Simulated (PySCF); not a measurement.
## Radial density of Sn²⁺ (tin, charge +2)

UHF, [Kr] 4d9 5s2 6s1, high-spin 3D determinant (an excited configuration). Computed with PySCF 2.14 in aug-cc-pVQZ-PP with ECP28MDF (7s7p5d3f2g, 92 functions), with a scalar-relativistic core potential. This is the valence pseudo-density: the core potential removes the inner electrons and smooths the orbitals near the nucleus.

| r (bohr) | 4πr²ρ (e/bohr) | 4πr²(ρα − ρβ) |
| --- | --- | --- |
| 0.00420 | 1.541e-05 | 0.0000 |
| 0.00707 | 3.912e-05 | 0.0000 |
| 0.0119 | 8.948e-05 | 0.0000 |
| 0.0200 | 0.0001847 | 0.0000 |
| 0.0337 | 0.0003261 | 0.0000 |
| 0.0566 | 0.0005971 | 0.0000 |
| 0.0952 | 0.002312 | 0.0001 |
| 0.160 | 0.02373 | 0.0018 |
| 0.269 | 0.3959 | 0.0275 |
| 0.453 | 6.337 | 0.3336 |
| 0.762 | 22.37 | 1.1331 |
| 1.28 | 9.667 | 0.7117 |
| 2.16 | 1.751 | 0.0680 |
| 3.63 | 0.3400 | 0.1986 |
| 6.10 | 0.1679 | 0.1675 |
| 10.3 | 0.002260 | 0.0023 |

Energies and moments cover only the electrons outside the core potential. The outer electron is Rydberg-like, and this basis confines it to a smaller radius and binds it less than a complete one would.
